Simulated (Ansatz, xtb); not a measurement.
C5H5ClO: which of two isomers lies lower

We compare X, `Cc1occc1Cl`, a singlet, with Y, `Cc1coc(Cl)c1`, a singlet. Both are isolated molecules in the gas phase, relaxed with PBE0-D3(BJ)/def2-SVP.

**Question.** Estimate which is lower in electronic energy at CCSD(T)/def2-SVP + ΔMP2/def2-TZVPP, and by roughly how much.

**Answer.** The CCSD(T)/def2-SVP + ΔMP2/def2-TZVPP calculation puts structure X lower, by 0.116 eV.

How the difference moves with the method:

```csv
level,geometry,E(Y) − E(X) (eV),departure from the last row (eV),"job, with rough time for the two"
GFN2-xTB,GFN2-xTB,+0.072,−0.044,"optimisation, 0.69 s"
HF/STO-3G,GFN2-xTB,+0.122,+0.006,"single point, 1.8 s"
r2SCAN-D4/def2-SVP,GFN2-xTB,+0.089,−0.026,"single point, 9.6 s"
PBE0-D3(BJ)/def2-SVP,PBE0-D3(BJ)/def2-SVP,+0.129,+0.013,"optimisation, 4.1 min"
HF/def2-SVP,PBE0-D3(BJ)/def2-SVP,+0.138,+0.022,part of the CCSD(T) run
MP2/def2-SVP,PBE0-D3(BJ)/def2-SVP,+0.115,0.000,part of the CCSD(T) run
CCSD(T)/def2-SVP,PBE0-D3(BJ)/def2-SVP,+0.122,+0.006,single point
CCSD(T)/def2-SVP + ΔMP2/def2-TZVPP,PBE0-D3(BJ)/def2-SVP,+0.116,,"single point, 2.8 min"
```

As drawn, both hold the same kinds of bond in the same numbers.

None of the levels shown reverses the order. The largest departure from CCSD(T)/def2-SVP + ΔMP2/def2-TZVPP is that of GFN2-xTB, 0.044 eV. The last row adds to CCSD(T) the change of the MP2 difference between the two basis sets, here −0.006 eV.

With thermal terms from frequencies at re-optimised GFN2-xTB minima (ideal gas, soft modes damped towards free rotors, one conformer each, 298.15 K, 1 atm): on the last row, ΔE + ΔZPE = +0.118, ΔH = +0.117, ΔG = +0.123 eV.

The correlated steps freeze 11 core orbitals. Programs: Ansatz 0.2.0, xtb 6.7.1; the last row on 2 threads of Intel(R) Xeon(R) Processor @ 2.50GHz (Skylake/Cascade Lake) on a shared host.
